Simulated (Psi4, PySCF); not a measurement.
Here is a job for Psi4.
```
memory 2 GB

molecule {
0 1
C    -0.00164658    0.86387943    0.01427651
C     0.74902842   -0.43063952    0.00048003
C    -0.74738184   -0.43323991   -0.01475654
H    -0.01194048    1.44007117    0.92692109
H     0.00639391    1.46994805   -0.87882997
H     1.27073624   -0.71037648   -0.90206703
H     1.25240186   -0.74025335    0.90368403
H    -1.26796296   -0.74463313    0.87802147
H    -1.24962857   -0.71475626   -0.92772959
}

set {
  basis aug-cc-pvdz
  scf_type pk
  puream true
  d_convergence 1e-8
  dft_radial_points 99
  dft_spherical_points 590
}

energy('pbe')
print_variables()
```

Q: Give the equivalent PySCF input.

A: This is not unique; one that fits is 
```python
from pyscf import gto, scf, dft

mol = gto.M(
    atom='''
C    -0.001647    0.863879    0.014277
C     0.749028   -0.430640    0.000480
C    -0.747382   -0.433240   -0.014757
H    -0.011940    1.440071    0.926921
H     0.006394    1.469948   -0.878830
H     1.270736   -0.710376   -0.902067
H     1.252402   -0.740253    0.903684
H    -1.267963   -0.744633    0.878021
H    -1.249629   -0.714756   -0.927730
''',
    basis='aug-cc-pvdz',
    charge=0,
    spin=0,
    verbose=3,
)

mf = dft.RKS(mol)
mf.xc = 'pbe'
mf.grids.atom_grid = (99, 590)
mf.grids.prune = None
mf.kernel()
```

Both were run: Psi4 gave -117.734926 Eh and PySCF -117.734926 Eh, 0.000 mEh apart.
